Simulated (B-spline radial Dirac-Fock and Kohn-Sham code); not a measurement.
# M4 emission of Eu²⁺

System: europium as Eu²⁺ in the configuration [Xe] 4f7, inside a Watson sphere of charge -2 and radius 3 Å (a model of the Madelung potential; inside it an electron's potential energy is raised by 9.6 eV).

The run's input, task.json:

```json
{"items": [{
  "Z": 63,
  "q": 2,
  "cfg": [[1, 0, 2], [2, 0, 2], [2, 1, 6], [3, 0, 2], [3, 1, 6], [3, 2, 10], [4, 0, 2], [4, 1, 6], [4, 2, 10], [4, 3, 7], [5, 0, 2], [5, 1, 6]],
  "A": 153,
  "rrms": 5.1115,
  "watson": [-2, 3.0],
  "do": ["binding", "quiet", "decay"],
  "holes": ["K", "L1", "L2", "L3", "M1", "M2", "M3", "M4", "M5", "N1", "N2", "N3", "N4", "N5"]
}]}
```

Command: `python xray_run.py task.json out`

Calculated with a B-spline atomic structure program, using independent-particle rates on relativistic LDA orbitals of the hole state (multipoles up to L = 3, Coulomb Auger matrix elements, transition energies from Dirac-Fock).

```csv
line,multipole,energy (eV),rate (s⁻¹),share (%)
Mζ2,E1,862.9,9.41e+11,10.0
M4-N3,E1,892.0,1.32e+11,1.40
M4-O2,E1,1134.4,1.36e+11,1.45
M4-O3,E1,1138.3,1.88e+10,0.200
Mβ,E1,1158.5,8.17e+12,86.9
```

The listed lines hold 100.0 % of the radiative rate. The radiative width is 0.00619 eV in the length form and 0.00631 eV in the velocity form; the two differ because the transition energies are not eigenvalue differences of the potential that gave the orbitals.
